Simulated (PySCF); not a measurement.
# Worked example: oscillator strength and radiative lifetime

ClGeH5SSi, SMILES Cl[SiH2][S][GeH3].

The structure is a stationary point at B3LYP-D3(BJ)/def2-SVP. The structure was generated by enumeration, and PubChem lists no compound with its InChIKey, so it may never have been made. The values are those of a single conformer.

TDDFT-CAM-B3LYP/def2-SVPD in PySCF puts the first singlet state with f over 0.02 at 7.13 eV (vertical), with the transition dipole (0.263, -0.148, -0.217) in atomic units.

### Question
Find the oscillator strength, the wavelength and the radiative lifetime that this transition would have in vacuum if emission retraced absorption.

### Answer

|μ|² = 0.1382 au, so |μ| = 0.94 D. ΔE = 7.13/27.211 = 0.2620 hartree. f = (2/3) ΔE |μ|² = 0.024 (the program prints 0.024).
λ = 1239.84/7.13 = 174 nm; ν = 57507 cm⁻¹.
Einstein's coefficient A = 0.6670 ν² f s⁻¹ (ν in cm⁻¹) = 5.3e7 s⁻¹, so τ = 1/A = 19 ns. This state is S5; the lower singlets have f = 0.007, 0.019, 0.013, 0.004. The figure is the radiative limit of this one transition; relaxation, internal conversion, crossing to triplets and a medium change what is measured.
